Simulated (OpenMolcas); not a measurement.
**How basis sets differ on GeSiH6O (SMILES [SiH3][O][GeH3])**

The species is GeSiH6O (9 atoms), meant as a singlet with charge 0. SMILES: `[SiH3][O][GeH3]`. Geometry: relaxed at PBE0-D4/def2-TZVP.

Quantity: the dipole moment, in D. The values are calculated.

| level | kind | program | value (D) | CPU time |
| --- | --- | --- | --- | --- |
| HF/STO-3G | Hartree–Fock | OpenMolcas | 0.97 | 2.7 s |
| HF/3-21G | Hartree–Fock | OpenMolcas | 1.52 | 3.3 s |
| HF/ANO-S-VDZ | Hartree–Fock | OpenMolcas | 1.85 | 2.9 s |
| HF/def2-SVP | Hartree–Fock | OpenMolcas | 1.43 | 12 s |

All-electron rows without a relativistic Hamiltonian named are non-relativistic. The values span 0.97 to 1.85 D. Magnitudes only. Sets without polarisation functions give poor dipoles. Times are those of the runs behind each value, whatever else they computed, on shared processors of several kinds: orders of magnitude only.
